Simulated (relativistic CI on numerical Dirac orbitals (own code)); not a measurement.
# As⁺: computed level list

Calculated at this level of theory: Dirac-Coulomb-Breit CI, KLI orbitals optimised for each configuration, model QED (radiative potential, 1s self-energy scaled to tabulated hydrogen-like ionisation energies), valence Slater integrals scaled by 0.85, configuration energies shifted to the measured levels that pair with them (semi-empirical) (own radial code, finite nucleus).

Configuration list (outside the closed core [Ar] 3d10): 4s2 4p2, 4s 4p3, 4s2 4p 5s, 4s2 4p 4d, 4s2 4p 4f, 4p4, 4s2 4d2, 4s2 4p 5p, 4s 4p2 4d, 4s2 4p 6s, 4s2 4p 5d, 4s2 4p 6p, 4s 4p2 4f, 4s2 4p 6d, 4s2 4p 5f, 4s2 4p 5g, 4s2 4f2, 4s2 4p 6f, 4s 4p2 5s. Levels of other configurations are missing.

| No. | Configuration | Term | J | E (cm⁻¹) | % | Lifetime (s) | jj configuration (%) |
| --- | --- | --- | --- | --- | --- | --- | --- |
| 41 | 4s2 4p 6s‡ | 3P° | 1 | 118332.3 | 75 | 1.23e-09 | 4p1/2 6s (97) |
| 42 | 4s2 4p 6s‡ | 3P° | 2 | 121012.7 | 100 | 1.13e-09 | 4p3/2 6s (100) |
| 43 | 4s2 4p 6s‡ | 1P° | 1 | 121202.7 | 53 | 1.48e-09 | 4p3/2 6s (75) |
| 44 | 4s2 4p 5d‡ | 3F° | 2 | 121926.0 | 94 | 2.46e-09 | 4p1/2 5d3/2 (71) |
| 45 | 4s2 4p 5d‡ | 3F° | 3 | 122602.6 | 91 | 2.20e-09 | 4p1/2 5d5/2 (69) |
| 46 | 4s2 4p 4f‡ | 1F | 3 | 122824.8 | 49 | 1.49e-09 | 4p1/2 4f5/2 (67) |
| 47 | 4s2 4p 4f‡ | 3F | 3 | 122862.6 | 51 | 1.54e-09 | 4p1/2 4f7/2 (66) |
| 48 | 4s2 4p 4f‡ | 3F | 2 | 122916.3 | 65 | 1.61e-09 | 4p1/2 4f5/2 (94) |
| 49 | 4s2 4p 4f‡ | 3F | 4 | 122941.5 | 39 | 1.61e-09 | 4p1/2 4f7/2 (97) |
| 50 | 4s 4p3 | 3S° | 1 | 123148.2 | 27 | 1.40e-10 | 4s 4p1/2 4p3/2^2 (27) |
| 51 | 4s2 4p 5d‡ | 3F° | 4 | 124258.0 | 99 | 6.52e-09 | 4p3/2 5d5/2 (99) |
| 52 | 4s2 4p 6p‡ | 3D | 1 | 124390.6 | 65 | 1.86e-08 | 4p1/2 6p1/2 (97) |
| 53 | 4s 4p3 | 3S° | 1 | 124645.3 | 62 | 9.94e-11 | 4s 4p1/2 4p3/2^2 (30) |
| 54 | 4s2 4p 6p‡ | 3P | 1 | 124926.0 | 47 | 8.35e-09 | 4p1/2 6p3/2 (97) |
| 55 | 4s2 4p 6p‡ | 3D | 2 | 125086.9 | 65 | 1.04e-08 | 4p1/2 6p3/2 (92) |
| 56 | 4s2 4p 5d‡ | 3P° | 2 | 125122.0 | 63 | 3.57e-10 | 4p1/2 5d5/2 (75) |
| 57 | 4s2 4p 6p‡ | 3P | 0 | 125403.3 | 91 | 6.06e-09 | 4p1/2 6p1/2 (88) |
| 58 | 4s2 4p 4f‡ | 3G | 3 | 125441.7 | 37 | 1.50e-09 | 4p3/2 4f5/2 (87) |
| 59 | 4s2 4p 4f‡ | 3F | 4 | 125509.2 | 60 | 1.57e-09 | 4p3/2 4f7/2 (85) |
| 60 | 4s2 4p 4f‡ | 3D | 3 | 125857.1 | 63 | 1.58e-09 | 4p3/2 4f7/2 (84) |
| 61 | 4s2 4p 4f‡ | 3D | 2 | 125949.3 | 36 | 1.62e-09 | 4p3/2 4f5/2 (91) |
| 62 | 4s2 4p 4f‡ | 3G | 5 | 125987.7 | 99 | 1.45e-09 | 4p3/2 4f7/2 (99) |
| 63 | 4s2 4p 5d‡ | 3D° | 1 | 126063.6 | 49 | 2.12e-10 | 4p3/2 5d5/2 (43) |
| 64 | 4s2 4p 4f‡ | 1G | 4 | 126192.1 | 67 | 1.81e-09 | 4p3/2 4f5/2 (87) |
| 65 | 4s2 4p 4f‡ | 3D | 1 | 126439.4 | 97 | 1.61e-09 | 4p3/2 4f5/2 (97) |
| 66 | 4s2 4p 4f‡ | 1D | 2 | 126553.7 | 50 | 1.73e-09 | 4p3/2 4f7/2 (94) |
| 67 | 4s2 4p 5d‡ | 3D° | 3 | 127169.6 | 79 | 2.95e-10 | 4p3/2 5d5/2 (42) |
| 68 | 4s2 4p 6p‡ | 1P | 1 | 127326.5 | 48 | 9.90e-09 | 4p3/2 6p3/2 (52) |
| 69 | 4s2 4p 5d‡ | 3P° | 0 | 127327.6 | 95 | 4.31e-10 | 4p3/2 5d3/2 (95) |
| 70 | 4s2 4p 5d‡ | 3P° | 1 | 127491.6 | 65 | 3.52e-10 | 4p3/2 5d3/2 (85) |

Energies count from the lowest computed level; ° marks odd parity; lifetimes are radiative, by E1, M1, E2 decay to levels of this space only. Filled j subshells are mostly left out of the jj labels. ‡ marks configurations that were not tied to measured data.

The mean weight of the leading LS term, summed over parents, in these 30 levels is 66 %, and that of the leading jj configuration (from the same eigenvectors) 79 %, so jj coupling describes them better and the LS labels are nominal.

Configurations whose levels could be paired with our table of measured levels were shifted onto them, all but the ground configuration, by the median error of their levels; single terms can still be off by 1,000 to 2,000 cm⁻¹ or more, and rates follow the energies as ν³ (E1, M1) or ν⁵ (E2). The others borrow a shift and can be off by several thousand cm⁻¹ or more. The fine structure of a lone outer electron comes out too small, for d and f at times inverted, and misplaced configurations move strength between like terms. 13 of the 16 excited levels that our extract of the measured tables holds in this range could be paired (the sources list more); they are missed by 612 cm⁻¹ on average and 3910 at most, after the shifts were fitted to these levels, and levels without a partner can miss by more.

LS names give the leading component of a level, which can be under half, so a name can repeat, a term be missing and a line seem to break the LS rules.
